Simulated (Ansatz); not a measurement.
(1) Predict a relaxed structure of mer-TiF3(H2O)3 (TiO₃F₃H₆), charge 0, doublet, at PBE-D4/def2-SVP (Ansatz).

Results:

(1) 
```xyz
13

F     1.953    0.239   -0.152
F    -1.595   -0.357    0.426
F    -0.316    0.428   -2.016
O     0.291   -0.183    2.071
O    -0.048    2.328   -0.343
O    -0.049   -2.061   -0.583
Ti    0.168    0.137   -0.236
H     0.744   -1.021    2.282
H    -0.668   -0.415    1.975
H    -0.218    2.225   -1.315
H     0.851    2.709   -0.284
H    -0.132   -2.114   -1.556
H    -0.981   -1.913   -0.269
```
The metal has 6 neighbours: F 1.79 Å, F 1.95 Å, F 1.87 Å, O 2.33 Å, O 2.20 Å, O 2.24 Å. This is one stationary point.
